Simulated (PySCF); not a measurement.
## SrMg: frontier orbitals

r²SCAN0 at R = 4.123 Å; basis Sr def2-SVP with ECP28, Mg def2-SVP; scalar-relativistic core potentials; PySCF 2.14. State: ¹Σ⁺ (singlet), closed shell. Only the outer orbitals are listed, counted within each symmetry, core potentials removing the inner ones.

```
orbital  occ.  ε (eV)  on Sr (%)            main shells (%)
     4σ     2  -45.63        100                   100 Sr s
     2π     2  -25.56        100                   100 Sr p
     2π     2  -25.56        100                   100 Sr p
     5σ     2  -25.52        100                   100 Sr p
     6σ     2   -5.79         14           84 Mg s, 11 Sr s
     7σ     2   -3.90         81           79 Sr s, 12 Mg s
     8σ     0   -1.31         47           50 Mg p, 36 Sr p
     3π     0   -1.24         54  46 Mg p, 41 Sr p, 12 Sr d
     3π     0   -1.24         54  46 Mg p, 41 Sr p, 12 Sr d
```

Which are the highest filled and the lowest empty level, where do they sit, and how wide is the gap?

Highest filled 7σ at -3.90 eV (in %: 79 Sr s, 12 Mg s); lowest empty 8σ at -1.31 eV (in %: 50 Mg p, 36 Sr p); the gap at r²SCAN0 is 2.59 eV.

* bond order (Mayer): 0.43
* ⟨S²⟩: 0.000
* charge on Sr (Mulliken, basis-dependent): 0.10
* charge on Sr (Löwdin, basis-dependent): -0.05
* dipole moment (positive dipole means Sr(−)Mg(+)): -0.26 D

Closed-shell solutions of metal pairs were not tested for spin polarisation, which can lower them a little.
